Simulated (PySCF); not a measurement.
## Correlation energy of Si (silicon, neutral)

[Ne] 3s1 3p2 4s1, high-spin 5P determinant (an excited configuration). Calculation: PySCF 2.14, in aug-cc-pV(T+d)Z with one added diffuse shell each of s, p, d, f type (7s6p5d3f, 71 functions); the non-relativistic Hamiltonian (point nucleus). Frozen: [Ne]; 4 electrons correlated.

MP2 pair energies summed by pair of shells (mhartree):

```tsv
pair	energy	share (%)
3p-3p	-6.12	41.2
3p-4s	-4.14	27.9
3s-3p	-3.80	25.6
3s-4s	-0.78	5.3
```

Total MP2 correlation energy: -14.85 mhartree.

Same-spin part -14.85 and opposite-spin part 0.00 mhartree; SCS-MP2 scales them by 1/3 and 6/5 to -4.95 mhartree.
